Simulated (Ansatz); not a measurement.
Reading a saddle point

A first-order saddle point of Si₂H₈O₂F₂, singlet, PBE0-D4/def2-TZVP, with one imaginary mode of 1064i cm⁻¹:

```xyz
14
angstrom
Si -1.1503 -0.1321 -0.5204
Si 0.2818 -0.4699 1.6078
F -1.8845 -1.4443 -1.0922
F -2.1633 0.0210 0.7643
H -1.4407 1.1837 -1.1302
H 1.1669 0.5956 -1.2174
O 0.2349 -0.4067 -1.5980
H 0.7360 0.8047 0.2884
O 1.4848 1.3138 -0.5128
H -0.2531 0.1901 2.8208
H -0.2992 -1.8384 1.4688
H 1.7546 -0.6790 1.7529
H 0.3958 -1.3156 -1.8616
H 1.1363 2.1771 -0.7703
```

Computed with Ansatz 0.2.0 (basis: def2-TZVPP and def2-QZVPP); correlated methods freeze the cores. Extrapolation: Hartree–Fock as exp(−7.88 √X), correlation as X^−2.97.

**Question.** Which contacts change along the imaginary mode, and what lies on either side? (A judgement: the text doesn't fix the answer.)

**Answer.** The calculation gives: The step is Si₂H₄F₂ ([F][SiH]([F])[SiH3]) + H₂O + H₂O → SiH₂OF₂ ([OH][SiH]([F])[F]) + SiH₄ + H₂O, with the molecules in contact on both sides. Shortening one way: Si1–O7, Si2–H8, H6–O9; lengthening the same way: Si1–Si2, H6–O7, H8–O9.
```
   pair  one side (Å)  saddle (Å)  other side (Å)
 Si1–O7          2.64        1.78            1.62
 Si2–H8          3.33        1.89            1.48
  H6–O9          1.81        1.06            0.96
Si1–Si2          2.34        2.59            4.30
  H6–O7          0.97        1.42            2.02
  H8–O9          0.96        1.21            3.03
```

**Question.** Which side is lower, and how far does the saddle lie above each? (An estimate is asked for; the value comes from the calculation.)

**Answer.** Computed: The side with Si1–O7, Si2–H8, H6–O9 short is lower by 1.116 eV; the saddle lies 3.111 eV above it and 1.995 eV above the other (CCSD(T) at an estimated basis limit (MP2 extrapolated from triple and quadruple zeta, plus CCSD(T) − MP2 in triple zeta); electronic energies).

T1 diagnostic: at most 0.013.

Labels in which every atom is bracketed show which atoms are joined, not bond orders.

For scale, one of the runs: CCSD(T)/def2-TZVPP, 320 basis functions, launched by `ansatz run in.yaml --threads 4 --pin off --events-out ev --progress --plain --max-ram 41984MiB --backend cuda --devices 0, --max-vram 37GiB`. Time: 11 s of wall clock on 4 CPU threads of an AMD EPYC 7R13 and a share of one NVIDIA H100; the host was shared. Peak host memory: 0.83 GiB.
